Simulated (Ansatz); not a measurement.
```xyz
23

C    -0.098    2.036    1.746
C     0.854    0.920    1.361
C     2.191    1.049    2.062
O     1.069    0.937   -0.029
Al    0.440    0.312   -1.451
Cl    1.421    0.925   -3.204
C    -1.090   -0.901   -1.595
C    -0.795   -2.085   -2.519
C    -1.624   -1.368   -0.242
H     0.320    3.003    1.453
H    -0.273    2.045    2.824
H    -1.063    1.914    1.246
H     0.400   -0.039    1.650
H     2.663    1.998    1.796
H     2.067    1.013    3.147
H     2.859    0.240    1.763
H    -1.873   -0.298   -2.078
H    -1.693   -2.695   -2.671
H    -0.442   -1.764   -3.502
H    -0.031   -2.745   -2.095
H    -1.900   -0.534    0.409
H    -0.885   -1.970    0.296
H    -2.515   -1.994   -0.366
```

Total charge 0; spin multiplicity 1.

(1) List the CAM-B3LYP/def2-TZVPP orbital energies in eV (the Gaussian-basis code of Ansatz). (Best estimate.)

Answers

(1) Ansatz gave: Occupied: -2763.72, -1526.61, -521.99, -280.33, -278.69, -278.61, -278.58, -278.54, -278.40, -258.51, -197.52, -197.45, -197.43, -114.63, -75.36, -75.22, -75.16, -29.35, -23.94, -23.56, -23.22, -21.04, -20.92, -18.11, -17.80, -15.80, -14.36, -14.31, -14.03, -13.74, -12.96, -12.62, -12.45, -12.40, -11.97, -11.88, -11.60, -11.16, -11.11, -10.54, -10.45, -9.91, -9.65, -8.82. Lowest empty: 0.59, 0.78, 1.97, 2.31, 2.70, 3.06, 3.23, 3.40.
